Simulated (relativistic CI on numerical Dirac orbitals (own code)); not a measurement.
**Cu⁴⁺ in a cubic cluster: 3p photoemission with charge transfer**

Computed with a charge-transfer multiplet model of a cubic metal-ligand cluster with up to 2 ligand holes, Slater and spin-orbit integrals from Dirac-Coulomb-Breit ions, Slater integrals scaled by 0.8. The parameters are those of a tetrahedral site (10Dq negative, t2 hopping the larger). The ground state mixes d7 with configurations of k ligand holes L, whose averages lie at kΔ + k(k − 1)U_dd/2; a core hole lowers each added d electron by U_cd. 300 K, Lorentzian 0.9 eV and Gaussian 0.8 eV FWHM.

Atomic integrals in eV (Slater integrals scaled, ζ unscaled), ground: F2dd 11.838, F4dd 7.422, zeta_d 0.120; with the core hole: F2dd 12.561, F4dd 7.909, zeta_d 0.129, zeta_core 1.819, F2cd 12.922, G1cd 15.775, G3cd 9.748.

Cluster parameters (eV): U_dd = 6.7, U_cd = 8.1, 10Dq = -0.2, 10Dq(ligand) = 0, V(eg) = 1.07, V(t2g) = -1.83, final-state hopping factor = 0.9.

Weights, n_d and S are thermal averages at 300 K. Binding energies count from the first peak over 30 % of the highest in each spectrum, which can be another peak from case to case. The parameters are a model scan and need not match a compound or its usual spin state. Peaks in eV (height, largest 100): 0.0 (100), 6.3 (84), 9.6 (41), 12.9 (37), 15.5 (35), 20.0 (22), 22.5 (30), 31.7 (16).

Question: Which parameters give this spectrum?
A. Δ = -3.1 eV
B. Δ = -1.1 eV
C. Δ = -2.1 eV
D. Δ = 0.9 eV
E. Δ = -0.1 eV

Answer: B. Δ = -1.1 eV; the ground state then has 7.61 d electrons and S = 1.50. The choice follows from running the model for each set and comparing peak positions and heights. The space is cut while the next configuration still counts.
